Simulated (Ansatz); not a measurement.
Cost and result for the atomization energy of CH5AlCl3N (`C[NH2+][Al-]([Cl])([Cl])[Cl]`) (11 atoms, 10 bonds).

```csv
atom,x (Å),y (Å),z (Å)
C1,1.3621,0.3143,0.3297
N2,0.0036,0.6876,-0.1148
Al3,-1.3092,-0.8028,-0.2327
Cl4,-0.4012,-2.0810,-1.6500
Cl5,-3.0177,0.2531,-0.8931
Cl6,-1.3624,-1.5033,1.7606
H7,2.0197,1.1833,0.3688
H8,1.7639,-0.4220,-0.3644
H9,1.2913,-0.1400,1.3167
H10,-0.3920,1.3852,0.5116
H11,0.0418,1.1256,-1.0324
```

Total charge 0; spin multiplicity 1. The geometry is a stationary point of PBE0-D4/def2-TZVP. It is one conformer, not always the lowest. Program: Ansatz. All runs use 4 threads of an Arm Neoverse V1 on a shared host. Times are those of one run each, without the atoms' runs, and a repeat can differ threefold. Electronic energies, without spin–orbit coupling; frozen cores. CCSD(T)/CBS adds CCSD(T) − MP2 in def2-TZVPP to the MP2 limit, and its time is that of the two runs behind it. T1 = 0.008. HSE06 is the plane-wave form, built on full-range PBE exchange.

CCSD(T)/CBS is a level of theory with its own doubt, some kJ/mol a heavy atom from the limit and from the frozen cores, so smaller differences don't rank the functionals.

```tsv
level	functions	wall time
LDA (SPW92)/def2-TZVPP	300	2.5 s
revPBE-D4/def2-TZVPP	300	4.1 s
BHLYP-D4/def2-TZVPP	300	8.5 s
HSE06-D4/def2-TZVPP	300	8.5 s
CAM-B3LYP-D4/def2-TZVPP	300	9 s
B2PLYP/def2-TZVPP	300	12 s
CCSD(T)/def2-SVP	125	12 s
PBE-QIDH/def2-TZVPP	300	12 s
B97M-V/def2-TZVPP	300	19 s
ωB97M-V/def2-TZVPP (with forces)	300	25 s
MP2/def2-QZVPP	544	45 s
CCSD(T)/def2-TZVPP	300	9 min
CCSD(T)/CBS(def2)	–	9.7 min
```

Q: What atomization energy does each give, and how far from CCSD(T)/CBS? (An estimate is asked.)

A: Ansatz gave: 
| level | atomization (kJ/mol) | difference from CCSD(T)/CBS | per bond |
| --- | --- | --- | --- |
| LDA (SPW92)/def2-TZVPP | 4404.0 | 478.8 | 47.9 |
| revPBE-D4/def2-TZVPP | 3861.4 | -63.8 | -6.4 |
| BHLYP-D4/def2-TZVPP | 3810.9 | -114.3 | -11.4 |
| HSE06-D4/def2-TZVPP | 3912.2 | -13.0 | -1.3 |
| CAM-B3LYP-D4/def2-TZVPP | 3905.5 | -19.7 | -2.0 |
| B2PLYP/def2-TZVPP | 3849.9 | -75.3 | -7.5 |
| CCSD(T)/def2-SVP | 3689.2 | -236.0 | -23.6 |
| PBE-QIDH/def2-TZVPP | 3896.6 | -28.6 | -2.9 |
| B97M-V/def2-TZVPP | 3941.9 | 16.7 | 1.7 |
| ωB97M-V/def2-TZVPP (with forces) | 3934.3 | 9.1 | 0.9 |
| MP2/def2-QZVPP | 3958.2 | 33.0 | 3.3 |
| CCSD(T)/def2-TZVPP | 3808.6 | -116.6 | -11.7 |
| CCSD(T)/CBS(def2) | 3925.2 | 0.0 | 0.0 |

In def2-TZVPP, CCSD(T) changes the Hartree–Fock value by +885.6 kJ/mol (the triples alone add +56.7 kJ/mol) and MP2 by +966.6 kJ/mol; breaking electron pairs costs correlation energy, which Hartree–Fock lacks. From BLYP to BHLYP (50 % exact exchange), in def2-TZVPP and without D4, the atomization energy moves by −22.7 kJ/mol: exact exchange takes away binding that semilocal exchange gives to molecules. The D4 term adds +54.3 kJ/mol with B3LYP and +29.1 kJ/mol with PBE0; it sums over pairs of atoms, weighted by their polarisabilities, and B3LYP, whose exchange is more repulsive, gets the larger term.

B3LYP here is the variant with VWN-RPA as its local correlation; programs differ in this.
